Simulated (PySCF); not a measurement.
**Radial density of Xe³⁵⁺ (xenon, charge +35)**

UHF, [Ar] 3d1, 2D determinant. All numbers are calculated (PySCF 2.14, the non-relativistic Hamiltonian (point nucleus), in an even-tempered Gaussian basis (16 s from 5.6 bohr⁻², ratio 2.5; 11 p from 7.3 bohr⁻², ratio 2.5; 7 d from 7.3 bohr⁻², ratio 2.5; 4 f from 25 bohr⁻², ratio 2.7; 3 g from 38 bohr⁻², ratio 2.7)).

```json
{"r (bohr)": "0.000561", "4πr²ρ (e/bohr)": "0.4148", "4πr²(ρα − ρβ)": "0.0000"}
{"r (bohr)": "0.000944", "4πr²ρ (e/bohr)": "1.126", "4πr²(ρα − ρβ)": "0.0000"}
{"r (bohr)": "0.00159", "4πr²ρ (e/bohr)": "2.972", "4πr²(ρα − ρβ)": "0.0000"}
{"r (bohr)": "0.00267", "4πr²ρ (e/bohr)": "7.481", "4πr²(ρα − ρβ)": "-0.0001"}
{"r (bohr)": "0.00449", "4πr²ρ (e/bohr)": "17.39", "4πr²(ρα − ρβ)": "-0.0001"}
{"r (bohr)": "0.00755", "4πr²ρ (e/bohr)": "35.42", "4πr²(ρα − ρβ)": "-0.0002"}
{"r (bohr)": "0.0127", "4πr²ρ (e/bohr)": "57.99", "4πr²(ρα − ρβ)": "-0.0003"}
{"r (bohr)": "0.0214", "4πr²ρ (e/bohr)": "68.27", "4πr²(ρα − ρβ)": "0.0010"}
{"r (bohr)": "0.0360", "4πr²ρ (e/bohr)": "60.70", "4πr²(ρα − ρβ)": "0.0220"}
{"r (bohr)": "0.0605", "4πr²ρ (e/bohr)": "74.94", "4πr²(ρα − ρβ)": "0.2344"}
{"r (bohr)": "0.102", "4πr²ρ (e/bohr)": "75.90", "4πr²(ρα − ρβ)": "1.4558"}
{"r (bohr)": "0.171", "4πr²ρ (e/bohr)": "35.19", "4πr²(ρα − ρβ)": "4.0800"}
{"r (bohr)": "0.288", "4πr²ρ (e/bohr)": "38.58", "4πr²(ρα − ρβ)": "3.1674"}
{"r (bohr)": "0.484", "4πr²ρ (e/bohr)": "4.855", "4πr²(ρα − ρβ)": "0.2926"}
{"r (bohr)": "0.814", "4πr²ρ (e/bohr)": "0.02759", "4πr²(ρα − ρβ)": "0.0015"}
```

A non-relativistic calculation at this Z misses sizeable relativistic shifts. Spin-orbit coupling, absent here, splits the open shell strongly.
